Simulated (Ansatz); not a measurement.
```yaml
crystal:
  periodic: [false, false, false]
  atoms:
    - {symbol: C, position_ang: [-0.690863, -0.944617, -2.752927]}
    - {symbol: O, position_ang: [-0.363508, -1.425350, -1.164902]}
    - {symbol: Ge, position_ang: [0.133431, -0.405741, 0.137642]}
    - {symbol: C, position_ang: [-0.178892, -1.687012, 1.714744]}
    - {symbol: Cl, position_ang: [2.081488, -0.123287, -0.129541]}
    - {symbol: Se, position_ang: [-0.875421, 1.624877, 0.184228]}
    - {symbol: C, position_ang: [0.371522, 2.515157, 1.201082]}
    - {symbol: H, position_ang: [0.842336, -0.944836, -2.660879]}
    - {symbol: H, position_ang: [-0.947246, -1.485419, -3.246272]}
    - {symbol: H, position_ang: [-0.705528, 0.322955, -2.850636]}
    - {symbol: H, position_ang: [-1.223520, -1.778417, 1.942466]}
    - {symbol: H, position_ang: [0.440827, -2.428334, 1.722834]}
    - {symbol: H, position_ang: [0.020323, -1.221881, 2.734556]}
    - {symbol: H, position_ang: [0.936857, 2.367525, 0.823621]}
    - {symbol: H, position_ang: [0.150726, 2.187367, 2.134408]}
    - {symbol: H, position_ang: [-0.690863, -0.894617, -2.452927]}
basis:
  gaussian: {orbitals: STO-3G}
hamiltonian: {xc: {name: B2GP-PLYP}}
```

```sh
$ ansatz run in.yaml --threads 4 --pin off --events-out ev --progress --plain --max-ram 66560MiB --backend cpu
```

Output, abridged:

```
Functional definition: B2GP-PLYP
878 factors; integrals over basis functions are off by at most 4.9e-5 eV
mean field evaluation 1: about -137947.0118 eV, gradient 3.0e1 eV
mean field evaluation 2: about -137947.1273 eV, gradient 3.0e1 eV
mean field evaluation 4: about -137940.9129 eV, gradient 4.9e1 eV
mean field evaluation 8: about -137951.1460 eV, gradient 3.0e-1 eV
mean field evaluation 16: about -137951.1456 eV, gradient 1.1e-2 eV
mean field -137951.14560331 eV, -5069.6110942767 hartree, gradient 5.1e-6 eV, S^2 0.000000; 0 other end points of the search recorded, 0 dependent functions left out; unrestricted orbitals would lower it
27 core orbitals not correlated: weight in the atoms' cores, before any rotation towards them, 0.999 or more for the frozen orbitals, at most 0.000 for the correlated occupied ones
reference -137951.14572895 eV, -5069.6110988939 hartree; 32, 32 occupied and 15, 15 virtual orbitals, 878 factors
second order -15.44829143 eV of doubles, -0.00000000 eV of singles
Total energy: -137956.70711387 eV, -5069.8154760199 hartree
```

Question: Something in this input is off. What?

Answer: One atom was put on top of another. The calculation finished and met its thresholds. The result belongs to that input, not to the molecule as meant.
